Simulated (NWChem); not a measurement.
MgHCl; SMILES [MgH][Cl]

```xyz
3

Mg    -0.0019     1.1358     0.0000
H     -0.0077     2.8290     0.0000
Cl     0.0014    -1.0756     0.0000
```
Atoms are numbered in this order, from 1.

Computed with NWChem. Pople sets run with spherical d functions. All runs use the structure optimised with B3LYP/6-31G* (spherical d). Vertical excitations in the gas phase; the lowest state need not have the same character in each row.

For level PBE/6-31G*, full TDDFT:

```yaml
lowest excitation, singlet (eV): 5.59
lowest state with f > 0.02, singlet (eV): 5.59
orbital gap (eV): 5.43
```

Question: What are these values for level B3LYP/6-31G*, full TDDFT?

Answer: The lowest excitation, singlet (eV) comes out as 5.96 and the lowest state with f > 0.02, singlet (eV) is 5.96. The orbital gap (eV) comes out as 6.89.
